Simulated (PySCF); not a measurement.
Job for PySCF: R-BP86/6-31G* on H2SSe2 (SMILES S[Se][SeH]), a point of a torsion scan.

```python
from pyscf import gto, scf, dft, mp
from pyscf.data.elements import chemcore

mol = gto.M(
    atom='''
    S     1.64933647   -0.44923018   -0.13614238
    Se   -0.33456410   -1.25646083   -0.41869809
    Se   -1.66265824   -0.03048237    1.14770632
    H     1.60234571    0.52331554   -1.05607510
    H    -0.55132922    0.75551486    1.63973960
    ''',
    basis='6-31g*',
    cart=True,
    charge=0, spin=0, verbose=3, max_memory=1800)
mf = dft.RKS(mol, xc='b88,p86')
mf.conv_tol = 1e-8
mf.max_cycle = 100
mf.kernel()
if not mf.converged:
    mf = mf.newton().run(mf.mo_coeff, mf.mo_occ)
```

The log:

```
converged SCF energy = -5202.50222518494
```

Self-consistency was reached.

Cost: roughly 11 core-seconds.
